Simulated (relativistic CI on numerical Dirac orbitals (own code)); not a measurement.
Electric-dipole lines of K XVI

Computed by Dirac-Coulomb-Breit CI, orbitals from a KLI potential per configuration, a model potential for QED, unscaled Slater integrals (own radial code, finite nucleus).

Configuration list (outside the closed core 1s2): 2s2, 2s.2p, 2p2, 2p.3s, 2p.3p, 2s.3s, 2s.3p, 2s.3d, 2s.4s, 2s.4p, 2s.4d, 2s.4f, 2s.5s, 2s.5p, 2s.5d, 2s.5f, 2s.5g, 3s2, 3s.3p, 3p2. Levels of other configurations are missing.

| λ vac (nm) | Lower | Upper | A (s⁻¹) | log gf | S velocity/length |
| --- | --- | --- | --- | --- | --- |
| 2.2522 | 2s.2p 1P°_1 [5] | 2p.3p 1D_2 [33] | 2.36e+12 | -0.05 | 0.94 |
| 2.2793 | 2s.2p 3P°_0 [2] | 2s.3d 3D_1 [17] | 3.21e+12 | -0.12 | 0.98 |
| 2.2835 | 2s.2p 3P°_1 [3] | 2s.3d 3D_2 [18] | 4.29e+12 | 0.22 | 0.98 |
| 2.2841 | 2s.2p 3P°_1 [3] | 2s.3d 3D_1 [17] | 2.39e+12 | -0.25 | 0.98 |
| 2.2938 | 2s.2p 3P°_2 [4] | 2s.3d 3D_3 [19] | 5.64e+12 | 0.49 | 0.98 |
| 2.2947 | 2s.2p 3P°_2 [4] | 2s.3d 3D_2 [18] | 1.41e+12 | -0.25 | 0.98 |
| 2.3904 | 2s.2p 1P°_1 [5] | 2s.3d 1D_2 [20] | 3.98e+12 | 0.23 | 0.97 |
| 6.8628 | 2s.3p 3P°_2 [16] | 2s.4d 3D_3 [43] | 4.64e+11 | 0.36 | 0.99 |
| 7.0690 | 2s.3d 3D_1 [17] | 2s.4f 3F°_2 [44] | 7.82e+11 | 0.47 | 0.99 |
| 7.0738 | 2s.3d 3D_2 [18] | 2s.4f 3F°_3 [45] | 8.25e+11 | 0.64 | 0.99 |
| 7.0815 | 2s.3d 3D_3 [19] | 2s.4f 3F°_4 [46] | 9.33e+11 | 0.80 | 0.99 |
| 7.3105 | 2s.3d 1D_2 [20] | 2s.4f 1F°_3 [48] | 8.88e+11 | 0.70 | 1.00 |
| 15.402 | 2s.4d 3D_1 [41] | 2s.5f 3F°_2 [59] | 1.42e+11 | 0.40 | 1.01 |
| 15.408 | 2s.4d 3D_2 [42] | 2s.5f 3F°_3 [60] | 1.50e+11 | 0.57 | 1.01 |
| 15.420 | 2s.4d 3D_3 [43] | 2s.5f 3F°_4 [61] | 1.69e+11 | 0.73 | 1.01 |
| 15.755 | 2s.4f 3F°_2 [44] | 2s.5g 3G_3 [62] | 2.57e+11 | 0.83 | 1.00 |
| 15.758 | 2s.4d 1D_2 [47] | 2s.5f 1F°_3 [66] | 1.70e+11 | 0.65 | 1.01 |
| 15.758 | 2s.4f 3F°_3 [45] | 2s.5g 3G_4 [63] | 2.20e+11 | 0.87 | 1.00 |
| 15.762 | 2s.4f 3F°_4 [46] | 2s.5g 3G_5 [64] | 2.80e+11 | 1.06 | 1.00 |
| 15.827 | 2s.4f 1F°_3 [48] | 2s.5g 1G_4 [65] | 2.33e+11 | 0.90 | 1.00 |

Terms are leading LS components. Brackets give the number of a level in order of energy, since labels repeat. The list gives strong lines, with weight on those to low levels, among the lowest 66 of 76 levels, so that lines to higher ones, which can be the strongest, are missing. Levels whose partners in the same complex of configurations lie outside the list can be far off, and so can their lines. Rates are taken at the computed energies, electric ones in the length gauge. A velocity-to-length ratio far from 1 marks an uncertain rate.

At this charge energies of transitions that change n are usually good to better than 1 %, and those within a shell (Δn = 0) to a few per cent.

**Question.** From the table, what is the radiative lifetime of 2s.3d 3D_1?

**Answer.** The listed rates from this level add up to about 5.60e+12 s⁻¹, 97 % of its decay; with all channels τ = 1.73e-13 s.

LS names give the leading component of a level, which can be under half, so a name can repeat, a term be missing and a line seem to break the LS rules.
